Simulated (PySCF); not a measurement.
Shapes and spin states of RuH₂⁺

These are results of PySCF, PBE0, basis Ru def2-TZVP with ECP28, H def2-TZVP (scalar-relativistic core potentials, no spin–orbit coupling, density fitting), not measurements.

Relaxations began from a few typed shapes and spin states; open shells are unrestricted. The search is not exhaustive: other isomers or separated fragments can lie lower, and high-lying points may rest on an excited occupation.

| spin | group | bonds | angles | imaginary modes (cm⁻¹) | ΔE (kJ/mol) | ΔE with ZPE (kJ/mol) |
| --- | --- | --- | --- | --- | --- | --- |
| quartet | C2v | H–H 0.853 Å, Ru–H 1.732 Å (×2) | H–H–Ru 75.7° (×2), H–Ru–H 28.5° | none | 0.0 | 0.0 |
| quartet | C2v | H–H 0.823 Å, Ru–H 1.848 Å (×2) | H–H–Ru 77.1° (×2), H–Ru–H 25.7° | none | 21.0 | 19.7 |
| doublet | C2v | H–H 0.922 Å, Ru–H 1.628 Å (×2) | H–H–Ru 73.6° (×2), H–Ru–H 32.9° | none | 98.4 | 98.6 |
| sextet | C2v | H–H 0.761 Å |  | none | 165.6 | 161.0 |
| sextet | C2v | Ru–H 1.690 Å (×2) | H–Ru–H 141.6° | none | 241.9 | 232.7 |
| quartet | D∞h | Ru–H 1.695 Å (×2) | H–Ru–H 180.0° | 1167i, 1167i, 669i | 323.7 | – |

The lowest minimum found is the quartet C2v: H–H 0.853 Å, Ru–H 1.732 Å (×2); H–H–Ru 75.7° (×2), H–Ru–H 28.5°.

For the lowest minimum: other spin states or occupations of the open shell can lie lower.

The electron or spin density has lower symmetry than the nuclear frame for the quartet D∞h at 323.7 kJ/mol.
